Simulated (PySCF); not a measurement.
Unknown compound

Molecular formula: C8H7N. Simulated spectra:

1H NMR (600 MHz, computed): δ 6.91 (m, 2H), 6.47 (m, 2H), 6.24 (m, 1H), 5.93 (m, 1H), 5.71 (m, 1H).

13C{1H} NMR (computed): δ 130.6, 128.2 (2C), 123.3, 117.6 (2C), 94.7, 74.9.

Computed data (PySCF 2.14): coordinates at the GFN2-xTB level, NMR shieldings at PBE0/pcSseg-1/GIAO. Non-relativistic, gas phase, fast rotation and ring inversion assumed for equivalent nuclei, a single conformation.

Scale: 1H (σref 31.72) and 13C (σref 186.93) against TMS (reference shieldings calculated alike).

Choose the structure that fits.
A. N#CC1=C[C@@H]2C=C[C@H]1C2
B. Cc1ccccc1C#N
C. C=CC#Cn1cccc1

Answers

C. 

- Rings plus π bonds: 6 (1 ring in the answer).
- 6 carbon signals for 8 carbons: some carbons are equivalent by symmetry or fast rotation.
- Carbon types of the structure: 2 × C, 5 × CH, 1 × CH2, which accounts for all hydrogens.
- δC 130.6: terminal =CH2 carbon; as expected for a trigonal carbon in a double bond.
- δC 128.2: aromatic CH next to a ring nitrogen.
- δC 123.3: alkene CH; as expected for a trigonal carbon in a double bond.
- δC 117.6: aromatic CH.
- δC 94.7, 74.9: alkyne carbon; the triple bond shields along its axis, which puts it between sp3 and sp2 carbons.

The others: N#CC1=C[C@@H]2C=C[C@H]1C2 would give 8 carbon signals, not 6; Cc1ccccc1C#N would give 8 carbon signals, not 6.

Shifts are as computed. Against solution values, carbons near 30 ppm lie about +3 ppm off and those near 130 ppm about +5 ppm. Of 1211 compounds with measured shifts, 218 miss one by over three times the rms of a fit or turn the order of signals round; such compounds aren't used in these exercises. No couplings were computed; multiplicities are counted from neighbouring protons, with m where these are inequivalent, close in shift, in a saturated or five-membered ring or joined by F or P, and br s for small geminal =CH2 splittings.
